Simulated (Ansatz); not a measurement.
Born–Oppenheimer molecular dynamics of F4H3HfN (9 atoms, charge 0, multiplicity 1). It starts at the highest image of a converged band. Of that band: A vibrational analysis at the climbing image gives 2 clearly imaginary modes (62i, 43i cm⁻¹): a point of higher order, so a lower path passes nearby.

Computed with RKS PBE0/def2-SVP in Ansatz.

```json
{
  "ensemble": "NVE (velocity Verlet)",
  "time step": "0.5 fs",
  "steps asked": "200",
  "starting velocities drawn for": "300 K",
  "seed": "10032"
}
```

First frame:

```xyz
9
Properties=species:S:1:pos:R:3
Hf -0.535 -0.031 -0.020
N -0.236 0.047 2.342
H 0.032 -0.865 2.719
H 0.514 0.683 2.617
F 1.371 -0.276 0.303
F -0.442 1.511 -1.145
F -0.890 -1.659 -0.958
F -2.302 0.269 0.750
H -1.098 0.333 2.809
```

Question: How far do the bonds stretch over the last three quarters of this one trajectory? (Pairs bonded in most of those frames.)

Answer: 
```
  bond  mean (Å)  spread (Å)  shortest  longest
Hf1–N2     2.393       0.012      2.36     2.41
Hf1–F5     1.961       0.028      1.91     2.00
Hf1–F6     1.912       0.002      1.91     1.91
Hf1–F7     1.904       0.029      1.87     1.95
Hf1–F8     1.945       0.009      1.93     1.96
 N2–H3     1.023       0.011      1.00     1.04
 N2–H4     1.024       0.026      0.98     1.07
 N2–H9     1.027       0.033      0.97     1.08
```

Mean temperature of the second half: 192 K. The conserved energy stayed within 0.29 meV per atom of its start (net change 0.2 meV per atom), so the integration is sound. A run of 0.1 ps of so small a system gives no equilibrium averages. The orbitals stay closed-shell, which can raise the energy where a bond breaks towards radicals; this wasn't checked here.

Run time: 5.8 min on 4 threads of Arm Neoverse V2, on a shared host, peak memory 0.28 GiB.
